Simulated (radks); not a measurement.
Species: Pd I. Configuration: [Kr] 4d10 (the NIST ground configuration).

Calculated with a radial shooting solver on a logarithmic mesh with Libxc functionals: non-relativistic Kohn-Sham, LB94 model potential, spin-unpolarised, spherical densities, point nucleus; relativity is left out, which matters for an element this heavy.

Energy parts (Ry):
part                    energy
kinetic             9908.16100
electron-nucleus  -23584.18112
Hartree             4078.96311
(The LB94 potential has no energy functional, so no total or exchange-correlation energy is given.)

Orbitals (lengths in bohr, moments of r in powers of bohr; r(90%) holds 90 % of the orbital's charge):
orbital  occ.  eigenvalue (Ry)  r(90%)   <1/r>      <r^4>
1s          2        -1731.320  0.0588   45.52  5.403e-06
2s          2        -248.9634   0.221   10.34  0.0009937
2p          6        -231.5990   0.199   10.36  0.0006564
3s          2        -45.38883   0.575   3.647    0.04666
3p          6        -38.37459   0.576   3.572    0.04651
3d         10        -25.39412   0.563   3.427    0.04238
4s          2         -6.16797    1.43   1.403      1.796
4p          6         -4.02182    1.58   1.281      2.691
4d         10         -0.72475    2.53  0.9001      20.11

The highest occupied level is 4d at -9.861 eV. Summed over all electrons, <r^2> = 42.44 bohr^2, which gives a Langevin (diamagnetic) susceptibility term of -33.6 x 10^-6 cm^3/mol. The density falls to 0.001 e/bohr^3 at r = 3.92 bohr.
